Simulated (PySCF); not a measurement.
# Solvent effects on NMR parameters

Bonds (- single, = double, # triple, : aromatic): O1=S2, S2=O3, S2-C4, C4-C5, C5-F6, C5-C7, C7-C8, C8=C9, C9-F10, C9-S2. C4 carries H11, H12; C5 carries H13; C7 carries H14, H15; C8 carries H16. Stereochemistry as in O=S1(=O)C[C@@H](F)CC=C1F. H11, H15 are cis to F6 on the ring; H12, H14 are trans to F6 on the ring.

GIAO PBE0/pcSseg-1 in PySCF on one PBE0-D3(BJ)/def2-SVP conformer, non-relativistic, equivalent nuclei averaged. Solvents enter as an IEF-PCM continuum (cyclohexane with ε = 2.0, methanol with ε = 32.6) around the gas-phase geometry. Shifts are referred to CS2, TMS, CFCl3 computed in the same medium.

In cyclohexane, δ in ppm: S2 290.6, C9 166.7, C8 111.7, C5 84.3, C4 61.7, C7 33.2, F10 -125.4, F6 -201.9, H16 5.83, H13 4.97, H12 3.66, H11 3.13, H14 2.85, H15 2.57. Dipole moment 5.19 D.

(1) How does each δ change in the more polar medium?

(2) Which nuclei move most (in ppm), and what does the model miss?

## Answers

(1) 
| atoms | environment | Δδ, methanol |
| --- | --- | --- |
| S2 | sulfone sulfur | +4.2 |
| C9 | fully substituted alkene carbon | -1.2 |
| C8 | alkene CH | +5.1 |
| C5 | sp3 CH bonded to F | +1.2 |
| C4 | sp3 CH2 bonded to S | +0.3 |
| C7 | allylic sp3 CH2 | +0.5 |
| F10 | vinylic fluorine | -6.5 |
| F6 | fluorine on an sp3 carbon | -1.6 |
| H16 | hydrogen on an alkene CH | +0.40 |
| H13 | hydrogen on an sp3 CH bonded to F | +0.05 |
| H12 | hydrogen on an sp3 CH2 bonded to S | +0.18 |
| H11 | hydrogen on an sp3 CH2 bonded to S | +0.26 |
| H14 | hydrogen on an allylic sp3 CH2 | +0.16 |
| H15 | hydrogen on an allylic sp3 CH2 | +0.19 |

Changes are relative to cyclohexane. The dipole moment becomes 6.11 D in methanol.

(2) F10 (vinylic fluorine, -6.5 ppm) in methanol. A continuum only polarises the solute; specific hydrogen bonds, the anisotropy of aromatic solvents and changes of geometry or conformer are outside it.
